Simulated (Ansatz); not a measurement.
Basis sets compared for SiEt2(OtBu)2 (C12H28O2Si). The state is a singlet with charge 0. Geometry r2SCAN-D4/def2-SVP. Ansatz on 2 threads of AMD EPYC 7R13 on a shared host and a share (18 GiB) of an NVIDIA H100 80GB HBM3; times are rough, and most runs start from earlier orbitals.

```xyz
43

Si   -0.2123    0.6348   -0.0581
C    -0.0030    1.9981   -1.3323
C     0.3928    3.3630   -0.7556
H    -0.9253    2.0885   -1.9373
H     0.7800    1.6442   -2.0291
H     0.6213    4.0924   -1.5499
H    -0.4139    3.7954   -0.1411
H     1.2839    3.2731   -0.1137
C    -1.6393    0.9359    1.1383
C    -1.3562    1.9389    2.2625
H    -1.9065   -0.0476    1.5683
H    -2.5276    1.2511    0.5590
H    -2.2005    2.0136    2.9676
H    -0.4617    1.6512    2.8382
H    -1.1671    2.9515    1.8712
O     1.2293    0.6179    0.7694
C     1.9137   -0.4073    1.5015
C     2.6979   -1.2602    0.5027
C     2.8569    0.3228    2.4540
C     0.9198   -1.2710    2.2817
H     3.2834   -2.0381    1.0188
H     2.0029   -1.7426   -0.2009
H     3.3895   -0.6241   -0.0716
H     3.5354    0.9757    1.8839
H     3.4602   -0.3901    3.0379
H     2.2823    0.9521    3.1517
H     0.2307   -1.7826    1.5913
H     0.3316   -0.6532    2.9791
H     1.4499   -2.0373    2.8692
O    -0.3798   -0.8734   -0.7650
C    -1.2033   -1.4182   -1.7976
C    -0.5738   -1.0934   -3.1550
C    -1.2192   -2.9288   -1.5638
C    -2.6237   -0.8524   -1.7113
H    -1.1341   -1.5704   -3.9750
H    -0.5649   -0.0063   -3.3332
H     0.4661   -1.4560   -3.1838
H    -0.1918   -3.3250   -1.5927
H    -1.8172   -3.4443   -2.3315
H    -1.6463   -3.1539   -0.5737
H    -2.6249    0.2388   -1.8728
H    -3.0635   -1.0586   -0.7224
H    -3.2719   -1.3040   -2.4789
```

Single mean-field runs in def2-TZVP are fitted with def2-universal-jkfit.

Binding counts from free atoms (Si triplet, C triplet, H doublet, O triplet) in the same basis, without a counterpoise term.

```tsv
level	functions	energy (Eh)	HOMO (eV)	LUMO (eV)	binding per atom (eV)	wall time
PBE-D4/def2-SVP	354	-912.6983	-5.65	0.49	4.28	6 s
PBE0-D4/def2-SVP	354	-912.8323	-7.05	1.32	4.24	11 s
```

Problem. Estimate the rows for PBE-D4/def2-TZVP (with forces), PBE0-D4/def2-TZVP.

Solution. 
| level | functions | energy (Eh) | HOMO (eV) | LUMO (eV) | binding per atom (eV) | wall time |
| --- | --- | --- | --- | --- | --- | --- |
| PBE-D4/def2-TZVP (with forces) | 639 | -913.4970 | -5.78 | 0.00 | 4.25 | 9.5 s |
| PBE0-D4/def2-TZVP | 639 | -913.6156 | -7.12 | 0.78 | 4.20 | 7 s |
